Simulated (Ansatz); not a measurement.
Start from `OCB(F)O[SiH3]` and change one atom or group to get `FB(Cl)O[SiH3]`.

Ansatz, PBE0-D4/def2-TZVP geometries, multiplicity 1. Each molecule was computed in one conformer, which needn't be the lowest.

| property | `OCB(F)O[SiH3]` |
| --- | --- |
| LUMO energy (ωB97M-V/def2-TZVPP) / eV | 1.72 |
| HOMO energy (B3LYP/def2-TZVPP) / eV | -8.14 |
| HOMO–LUMO gap (ωB97M-V/def2-TZVPP) / eV | 12.55 |
| HOMO energy (PBE0/def2-TZVPP) / eV | -8.38 |
| size of the dipole moment (PBE/def2-TZVPP) / D | 2.64 |
| HOMO–LUMO gap (B3LYP/def2-TZVPP) / eV | 8.11 |

(1) What does the change do to each property? (Best estimate.)

Results:

(1) Computed: 
```json
{"property": "LUMO energy (ωB97M-V/def2-TZVPP) / eV", "`FB(Cl)O[SiH3]`": "1.43", "shift": "-0.29"}
{"property": "HOMO energy (B3LYP/def2-TZVPP) / eV", "`FB(Cl)O[SiH3]`": "-8.98", "shift": "-0.84"}
{"property": "HOMO–LUMO gap (ωB97M-V/def2-TZVPP) / eV", "`FB(Cl)O[SiH3]`": "13.04", "shift": "0.49"}
{"property": "HOMO energy (PBE0/def2-TZVPP) / eV", "`FB(Cl)O[SiH3]`": "-9.28", "shift": "-0.90"}
{"property": "size of the dipole moment (PBE/def2-TZVPP) / D", "`FB(Cl)O[SiH3]`": "1.79", "shift": "-0.85"}
{"property": "HOMO–LUMO gap (B3LYP/def2-TZVPP) / eV", "`FB(Cl)O[SiH3]`": "8.54", "shift": "0.43"}
```

With PBE0 the HOMO falls by 0.90 eV and the LUMO falls by 0.45 eV, so the gap widens by about 0.45 eV. PBE moves the HOMO by -1.10 eV and ωB97M-V by -0.78 eV. Dipoles are sizes alone; their direction can turn.

B3LYP here is the variant with VWN-RPA as its local correlation; programs differ in this.
